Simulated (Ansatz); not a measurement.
```xyz
9

C    -0.036    0.179   -2.609
C     0.095   -0.208   -1.476
Si    0.289   -0.782    0.224
Cl    2.236   -1.270    0.548
Cl   -0.868   -2.428    0.511
C    -0.204    0.503    1.391
C    -0.534    1.363    2.168
H    -0.151    0.520   -3.613
H    -0.826    2.123    2.855
```

The species carries charge 0 and has multiplicity 1.

**Question.** List the ωB97M-V/def2-TZVPP orbital energies in eV (Ansatz). (Best estimate.)

**Answer.** The calculation gave: Occupied: -2772.20, -2772.20, -1809.58, -282.28, -282.28, -281.66, -281.66, -262.61, -262.61, -200.08, -200.08, -199.96, -199.96, -199.95, -199.95, -150.40, -104.55, -104.52, -104.49, -26.66, -25.85, -24.32, -24.19, -19.65, -18.32, -17.49, -15.41, -14.68, -14.23, -12.36, -12.20, -12.02, -11.77, -11.45, -11.03, -10.93, -10.85. Lowest empty: 0.86, 0.92, 2.33, 2.44, 3.21, 3.24, 3.54, 4.17.
